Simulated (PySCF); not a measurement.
Geometry:
| atom | x (Å) | y (Å) | z (Å) |
| --- | --- | --- | --- |
| C1 | 3.015 | -0.030 | -1.011 |
| C2 | 1.926 | 0.139 | -0.528 |
| Si3 | 0.247 | 0.406 | 0.213 |
| C4 | 0.097 | 2.196 | 0.825 |
| C5 | -1.180 | -0.385 | -0.793 |
| C6 | -1.254 | -1.563 | 0.200 |
| C7 | -0.344 | -1.037 | 1.328 |
| H8 | 3.967 | -0.179 | -1.433 |
| H9 | 0.237 | 2.894 | 0.006 |
| H10 | -0.874 | 2.390 | 1.269 |
| H11 | 0.855 | 2.410 | 1.571 |
| H12 | -2.099 | 0.197 | -0.805 |
| H13 | -0.976 | -0.691 | -1.816 |
| H14 | -2.268 | -1.785 | 0.532 |
| H15 | -0.838 | -2.466 | -0.241 |
| H16 | -0.914 | -0.726 | 2.202 |
| H17 | 0.396 | -1.758 | 1.663 |

[PySCF: GIAO PBE0/pcSseg-1 shieldings; GFN2-xTB structure; one computed conformer; averaged over atoms made equivalent by symmetry, fast rotation or ring inversion; isolated molecule; no relativistic terms]

List the cross peaks expected in HSQC, COSY and HMBC spectra.

Answers



HSQC (one-bond C–H):
```
               δH            δC
       2.24 (H15)     19.1 (C6)
       2.13 (H14)     19.1 (C6)
        2.11 (H8)    104.6 (C1)
   1.58 (H13/H17)  19.3 (C5/C7)
   1.53 (H12/H16)  19.3 (C5/C7)
0.40 (H9/H10/H11)      2.2 (C4)
```

COSY cross peaks (H two or three bonds apart, from the bond graph; peaks can be absent where the dihedral angle is near 90°):
```
            δH              δH
    2.24 (H15)      2.13 (H14)
    2.24 (H15)  1.58 (H13/H17)
    2.24 (H15)  1.53 (H12/H16)
    2.13 (H14)  1.58 (H13/H17)
    2.13 (H14)  1.53 (H12/H16)
1.58 (H13/H17)  1.53 (H12/H16)
```

HMBC (two and three bonds, from the bond graph):
```
               δH                                            δC
       2.24 (H15)                                  19.3 (C5/C7)
       2.13 (H14)                                  19.3 (C5/C7)
        2.11 (H8)                                     92.1 (C2)
   1.58 (H13/H17)  92.1 (C2), 19.3 (C5/C7), 19.1 (C6), 2.2 (C4)
   1.53 (H12/H16)  92.1 (C2), 19.3 (C5/C7), 19.1 (C6), 2.2 (C4)
0.40 (H9/H10/H11)                       92.1 (C2), 19.3 (C5/C7)
```

Referencing at the same level of theory: 1H (31.72 ppm) and 13C (186.93 ppm) against TMS.

Shifts are as computed. Against solution values, carbons near 30 ppm lie about +3 ppm off and those near 130 ppm about +5 ppm. Of 1211 compounds with measured shifts, 218 miss one by over three times the rms of a fit or turn the order of signals round; such compounds aren't used in these exercises.
